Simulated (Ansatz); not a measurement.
Cost and result up the ladder for `CCC(CC(C)OC(C)=O)OC(C)=O` (32 atoms). The state is a singlet with charge 0. Geometry: PBE-D4/def2-SVP.

```xyz
32

C     3.3170    0.6391   -0.9662
C     2.1504    0.3341   -0.0266
C     0.7805    0.5362   -0.6698
C    -0.4086    0.2471    0.2515
C    -0.5176   -1.2025    0.7251
C    -0.6869   -2.2244   -0.3940
O    -1.6883   -1.2323    1.5881
C    -1.6986   -2.1676    2.5748
C    -2.9806   -2.0792    3.3707
O    -0.7937   -2.9561    2.7738
O     0.7129    1.9303   -1.0762
C    -0.0568    2.2186   -2.1604
C    -0.0142    3.6997   -2.4572
O    -0.6819    1.3862   -2.7897
H     4.2922    0.4803   -0.4647
H     3.2904   -0.0115   -1.8652
H     3.2784    1.6910   -1.3120
H     2.2120   -0.7171    0.3263
H     2.2093    0.9700    0.8839
H     0.6892   -0.0757   -1.5927
H    -0.3454    0.9102    1.1400
H    -1.3411    0.5065   -0.2910
H     0.3545   -1.4891    1.3501
H    -0.8196   -3.2369    0.0330
H    -1.5621   -1.9749   -1.0272
H     0.2111   -2.2511   -1.0432
H    -3.8507   -2.2518    2.7063
H    -3.0962   -1.0622    3.7951
H    -2.9681   -2.8300    4.1794
H     1.0302    4.0213   -2.6418
H    -0.3778    4.2723   -1.5809
H    -0.6398    3.9198   -3.3393
```

Ansatz on 4 threads of Arm Neoverse V2 on a shared host. Times are rough, and most runs start from the orbitals of an earlier one. PBE0-D4/def2-TZVP serves as the yardstick here, not as an exact answer. Differences are given only for rows in sets of like size (and for xTB, whose basis is part of the method), since another set adds its own error. Binding counts from free atoms at the same level (C triplet, O triplet, H doublet; other spins of the atoms weren't run), without zero-point energy or a counterpoise term.

B3LYP takes the VWN-RPA correlation. Correlated methods freeze 14 core orbitals. The rows differ in basis, and correlated rows in double-zeta sets carry the largest basis error.

Correlated methods converge slowly with the basis, most of all in double-zeta sets.

| level | functions | wall time |
| --- | --- | --- |
| HF/STO-3G | 88 | 0.8 s |
| HF/6-31G | 162 | 2.4 s |
| B3LYP-D4/6-31G | 162 | 4.9 s |
| PBE-D4/def2-SVP | 286 | 5.5 s |
| PBE0-D4/def2-SVP | 286 | 11 s |
| MP2/def2-SVP | 286 | 12 s |
| PBE-D4/def2-TZVP (with forces) | 542 | 15 s |
| r2SCAN-D4/def2-TZVP | 542 | 22 s |
| PBE0-D4/def2-TZVP (with forces) | 542 | 46 s |

Problem. Estimate what each level gives for the binding energy per atom (eV).

Solution. 
```json
{"level": "HF/STO-3G", "binding energy per atom (eV)": "3.70", "difference from PBE0-D4/def2-TZVP (eV)": "–"}
{"level": "HF/6-31G", "binding energy per atom (eV)": "2.95", "difference from PBE0-D4/def2-TZVP (eV)": "–"}
{"level": "B3LYP-D4/6-31G", "binding energy per atom (eV)": "4.25", "difference from PBE0-D4/def2-TZVP (eV)": "–"}
{"level": "PBE-D4/def2-SVP", "binding energy per atom (eV)": "4.57", "difference from PBE0-D4/def2-TZVP (eV)": "–"}
{"level": "PBE0-D4/def2-SVP", "binding energy per atom (eV)": "4.48", "difference from PBE0-D4/def2-TZVP (eV)": "–"}
{"level": "MP2/def2-SVP", "binding energy per atom (eV)": "4.28", "difference from PBE0-D4/def2-TZVP (eV)": "–"}
{"level": "PBE-D4/def2-TZVP (with forces)", "binding energy per atom (eV)": "4.51", "difference from PBE0-D4/def2-TZVP (eV)": "0.10"}
{"level": "r2SCAN-D4/def2-TZVP", "binding energy per atom (eV)": "4.40", "difference from PBE0-D4/def2-TZVP (eV)": "-0.01"}
{"level": "PBE0-D4/def2-TZVP (with forces)", "binding energy per atom (eV)": "4.42", "difference from PBE0-D4/def2-TZVP (eV)": "0.00"}
```
